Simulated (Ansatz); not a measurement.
Coupled-cluster run, `CO[SiH][SiH3]` radical.

```yaml
crystal:
  periodic: [false, false, false]
  atoms:
    - {symbol: C, position_ang: [0.471696, 2.202439, -0.221220]}
    - {symbol: O, position_ang: [-0.032028, 0.981857, 0.270834]}
    - {symbol: Si, position_ang: [-0.447134, -0.302187, -0.677129]}
    - {symbol: Si, position_ang: [-0.539153, -2.213427, 0.661614]}
    - {symbol: H, position_ang: [1.181697, 2.044735, -1.041207]}
    - {symbol: H, position_ang: [-0.340665, 2.843505, -0.578351]}
    - {symbol: H, position_ang: [0.986604, 2.713779, 0.594046]}
    - {symbol: H, position_ang: [0.535432, -0.403147, -1.807805]}
    - {symbol: H, position_ang: [-1.604426, -2.050145, 1.685288]}
    - {symbol: H, position_ang: [0.744749, -2.515421, 1.354932]}
    - {symbol: H, position_ang: [-0.891369, -3.358988, -0.220602]}
basis:
  gaussian: {orbitals: def2-SVP}
magnetization: {spin_polarized: true, initial_magnetization: 1}
correlation: {method: ccsd_t}
scf: {omitted_lower_state_checks: [cluster_reference]}
```

```sh
$ ansatz run in.yaml --threads 2 --pin off --events-out ev --progress --plain --max-ram 22528MiB --backend cpu
```

Log, shortened:

```
Functional definition: HF
969 factors; integrals over basis functions are off by at most 1.2e-3 eV
mean field evaluation 1: about -18892.3659 eV, gradient 2.1e1 eV
mean field evaluation 2: about -18892.3686 eV, gradient 2.1e1 eV
mean field evaluation 4: about -18894.9067 eV, gradient 3.0e0 eV
mean field evaluation 8: about -18894.9919 eV, gradient 2.3e-3 eV
mean field -18894.99192866 eV, -694.3781458928 hartree, gradient 1.5e-6 eV, S^2 0.756356; 0 other end points of the search recorded, 0 dependent functions left out
12 core orbitals not correlated: weight in the atoms' cores, before any rotation towards them, 1.000 or more for the frozen orbitals, at most 0.000 for the correlated occupied ones
reference -18894.99192866 eV, -694.3781458928 hartree; 13, 12 occupied and 74, 75 virtual orbitals, 969 factors
second order -13.84177255 eV of doubles, -0.00000000 eV of singles
cycle   1  -14.85070981 eV  change    -1.0e0 eV  update   9.9e-2
cycle   2  -15.33987148 eV  change   -4.9e-1 eV  update   3.2e-2
cycle   3  -15.45294014 eV  change   -1.1e-1 eV  update   1.8e-2
cycle   4  -15.45037709 eV  change    2.6e-3 eV  update   6.2e-3
cycle   5  -15.44948116 eV  change    9.0e-4 eV  update   3.1e-3
cycle   6  -15.44955464 eV  change   -7.3e-5 eV  update   1.3e-3
cycle   7  -15.44950673 eV  change    4.8e-5 eV  update   4.7e-4
cycle   8  -15.44972216 eV  change   -2.2e-4 eV  update   1.6e-4
cycle   9  -15.44977744 eV  change   -5.5e-5 eV  update   5.3e-5
cycle  10  -15.44975201 eV  change    2.5e-5 eV  update   2.1e-5
perturbative correction -0.39477350 eV, -0.0145076585 hartree
Total energy: -18910.83645417 eV, -694.9604214653 hartree
Checks for a lower state left out: cluster_reference
```

It took 13 s on 2 threads of an AMD EPYC 7R13 on a shared host, with 0.75 GiB of host memory at the peak.

Correlation energy per correlated electron: -0.634 eV. T1 diagnostic: 0.0148.
